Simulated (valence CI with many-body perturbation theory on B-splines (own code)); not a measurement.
Nd²⁰⁺: E2, M1 decay

Computed by valence CI with perturbative core correlation (CI+MBPT): four valence electrons over a frozen Dirac-Fock core [Kr], a basis of 9 s, 9 p, 10 d, 8 f, 5 g, 3 h, 1 i functions for each j, with the one-electron correlation potential Σ1 (screened to all orders), the two-electron term Σ2, the three-electron term Σ3, Breit, model QED; selected single and double excitations, second order for the rest (own B-spline code, finite nucleus).

No measured levels were compared; by estimate terms of the open shell hold to 2 to 4 % of their energy, and close levels can change places. Only levels of the ground parity were solved; by the run's estimate the other parity begins above the list, which can be wrong where configurations are misplaced.

Lines 51 to 100 of 120 in falling wavelength, among levels below 35.969 eV, chosen from the decays that carry over 1 % of a level's rate. Wavelengths and rates use the calculated energies, so an error of 2000 cm⁻¹ moves a line at 218.4 nm by 4.4 % and its rate by three times that or more. Electric multipoles are in the length gauge, E1 and E2 with the static RPA response of the core. Weak lines are less certain than strong ones. Lines between different terms over intervals too small for the method are left out, as are lines whose strength nearly cancels. Branching is blank where the lifetime is uncertain.

Levels are named by their leading jj configuration (3d3/2^4 stands for four electrons in 3d with j = 3/2), which in mixed levels can hold well under half, so a name can repeat and another be missing. Letters in brackets count levels of one name in rising energy.

```csv
λ vac (nm),Upper,Lower,Type,A (s⁻¹),Branch %
218.4,(4d3/2^2 4d5/2^2) J=6,(4d3/2^3 4d5/2) J=4,E2,2.93e-02,1.0
217.8,(4d3/2^2 4d5/2^2) J=2 [c],(4d3/2^2 4d5/2^2) J=3 [a],M1,3.55e+01,1.2
211.7,(4d3/2^2 4d5/2^2) J=0 [a],(4d3/2^3 4d5/2) J=1,M1,3.55e+03,100.0
205.5,(4d3/2 4d5/2^3) J=1 [b],(4d3/2 4d5/2^3) J=1 [a],M1,1.37e+02,4.2
204.2,(4d3/2 4d5/2^3) J=6,(4d3/2^2 4d5/2^2) J=5,M1,7.12e+02,55.8
201.0,(4d5/2^4) J=4,(4d3/2 4d5/2^3) J=5,M1,3.30e+02,6.3
197.5,(4d3/2 4d5/2^3) J=3 [b],(4d3/2^2 4d5/2^2) J=3 [b],M1,6.59e+02,29.6
191.9,(4d3/2 4d5/2^3) J=3 [b],(4d3/2^2 4d5/2^2) J=2 [b],M1,3.81e+02,17.1
191.9,(4d3/2 4d5/2^3) J=1 [a],(4d3/2^2 4d5/2^2) J=2 [a],M1,1.01e+03,24.4
188.1,(4d3/2^2 4d5/2^2) J=1,(4d3/2^3 4d5/2) J=2,M1,1.78e+03,90.6
186.8,(4d3/2^2 4d5/2^2) J=4 [b],(4d3/2^3 4d5/2) J=4,M1,6.65e+00,2.6
185.2,(4d3/2^2 4d5/2^2) J=2 [e],(4d3/2^2 4d5/2^2) J=3 [b],M1,2.84e+02,12.2
183.3,(4d3/2 4d5/2^3) J=3 [b],(4d3/2^2 4d5/2^2) J=4 [b],M1,2.85e+02,12.8
182.8,(4d3/2^2 4d5/2^2) J=4 [b],(4d3/2^3 4d5/2) J=3,M1,6.66e+01,26.0
180.5,(4d3/2 4d5/2^3) J=3 [c],(4d3/2^2 4d5/2^2) J=2 [c],M1,3.31e+02,
180.3,(4d3/2^2 4d5/2^2) J=2 [e],(4d3/2^2 4d5/2^2) J=2 [b],M1,1.01e+02,4.3
178.7,(4d3/2^2 4d5/2^2) J=4 [c],(4d3/2^2 4d5/2^2) J=5,M1,7.73e+01,6.2
176.4,(4d3/2 4d5/2^3) J=1 [b],(4d3/2^2 4d5/2^2) J=2 [c],M1,4.99e+02,15.2
175.2,(4d3/2^2 4d5/2^2) J=2 [d],(4d3/2^2 4d5/2^2) J=1,M1,1.56e+02,9.4
175.0,(4d3/2^2 4d5/2^2) J=2 [b],(4d3/2^3 4d5/2) J=3,M1,1.44e+01,4.7
174.0,(4d3/2^2 4d5/2^2) J=3 [b],(4d3/2^3 4d5/2) J=4,M1,7.62e+02,86.3
173.5,(4d3/2 4d5/2^3) J=3 [c],(4d3/2 4d5/2^3) J=3 [a],M1,2.83e+01,
173.3,(4d5/2^4) J=4,(4d3/2 4d5/2^3) J=3 [a],M1,1.09e+03,20.9
170.6,(4d3/2^2 4d5/2^2) J=3 [b],(4d3/2^3 4d5/2) J=3,M1,3.93e+01,4.5
167.4,(4d3/2 4d5/2^3) J=5,(4d3/2^2 4d5/2^2) J=4 [a],M1,1.34e+02,10.6
165.5,(4d3/2^2 4d5/2^2) J=2 [a],(4d3/2^3 4d5/2) J=1,M1,1.16e+03,69.2
165.5,(4d3/2 4d5/2^3) J=0,(4d3/2^2 4d5/2^2) J=1,M1,2.63e+03,92.4
159.6,(4d3/2^2 4d5/2^2) J=4 [c],(4d3/2^2 4d5/2^2) J=3 [a],M1,4.01e+02,32.0
153.1,(4d3/2 4d5/2^3) J=1 [a],(4d3/2^2 4d5/2^2) J=0 [a],M1,1.55e+03,37.5
152.8,(4d3/2^2 4d5/2^2) J=2 [d],(4d3/2^2 4d5/2^2) J=2 [a],M1,4.31e+01,2.6
150.5,(4d3/2^2 4d5/2^2) J=2 [b],(4d3/2^3 4d5/2) J=2,M1,5.07e+01,16.4
150.3,(4d3/2 4d5/2^3) J=4 [a],(4d3/2^3 4d5/2) J=4,M1,7.73e+01,3.4
148.7,(4d3/2^2 4d5/2^2) J=2 [d],(4d3/2^2 4d5/2^2) J=3 [a],M1,2.14e+02,12.9
148.6,(4d3/2 4d5/2^3) J=3 [c],(4d3/2 4d5/2^3) J=4 [a],M1,2.51e+02,
148.5,(4d5/2^4) J=4,(4d3/2 4d5/2^3) J=4 [a],M1,2.62e+03,50.3
147.7,(4d3/2 4d5/2^3) J=4 [a],(4d3/2^3 4d5/2) J=3,M1,4.63e+02,20.3
147.2,(4d3/2^2 4d5/2^2) J=3 [b],(4d3/2^3 4d5/2) J=2,M1,5.43e+01,6.2
145.4,(4d3/2^2 4d5/2^2) J=2 [e],(4d3/2^2 4d5/2^2) J=1,M1,5.28e+02,22.8
141.3,(4d3/2^2 4d5/2^2) J=4 [c],(4d3/2^2 4d5/2^2) J=4 [a],M1,4.53e+02,36.1
135.6,(4d3/2 4d5/2^3) J=3 [b],(4d3/2^2 4d5/2^2) J=2 [a],M1,2.74e+01,1.2
132.3,(4d3/2 4d5/2^3) J=3 [b],(4d3/2^2 4d5/2^2) J=3 [a],M1,3.09e+02,13.9
130.9,(4d5/2^4) J=4,(4d3/2^2 4d5/2^2) J=3 [b],M1,9.45e+01,1.8
129.3,(4d3/2 4d5/2^3) J=3 [a],(4d3/2^3 4d5/2) J=3,M1,3.25e+02,10.8
126.6,(4d3/2^2 4d5/2^2) J=2 [e],(4d3/2^2 4d5/2^2) J=3 [a],M1,7.77e+02,33.5
125.7,(4d3/2^2 4d5/2^2) J=2 [c],(4d3/2^3 4d5/2) J=3,M1,2.25e+03,78.7
124.6,(4d3/2 4d5/2^3) J=3 [c],(4d3/2^2 4d5/2^2) J=4 [b],M1,4.05e+01,
124.5,(4d5/2^4) J=4,(4d3/2^2 4d5/2^2) J=4 [b],M1,1.72e+02,3.3
121.8,(4d3/2^2 4d5/2^2) J=2 [b],(4d3/2^3 4d5/2) J=1,M1,1.50e+02,48.4
119.5,(4d3/2 4d5/2^3) J=3 [b],(4d3/2^2 4d5/2^2) J=4 [a],M1,3.68e+02,16.5
118.9,(4d3/2 4d5/2^3) J=5,(4d3/2^3 4d5/2) J=4,M1,4.12e+01,3.2
```
